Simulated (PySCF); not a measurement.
BOCl, SMILES O=BCl. Atoms are numbered in the order given.

```xyz
3

B      0.0000     0.0000    -0.6318
O      0.0000     0.0000    -1.8494
Cl     0.0000     0.0000     1.0562
```
Charge 0, spin multiplicity 1.

Geometry optimised at PBE-D3(BJ)/def2-TZVP.

Level of theory: PBE-D3(BJ)/def2-TZVP (PySCF).

Frequencies are harmonic and unscaled.

Modes within 1.5 cm⁻¹ of each other (mostly degenerate sets) share a row, with their intensities summed.

```csv
mode,ν (cm⁻¹),IR (km/mol),moving atoms (share of kinetic energy)
1–2,402,50.9,"B 78 %, O 18 %"
3,678,10.0,"O 43 %, Cl 42 %, B 14 %"
4,1955,273.0,"B 68 %, O 31 %"
```
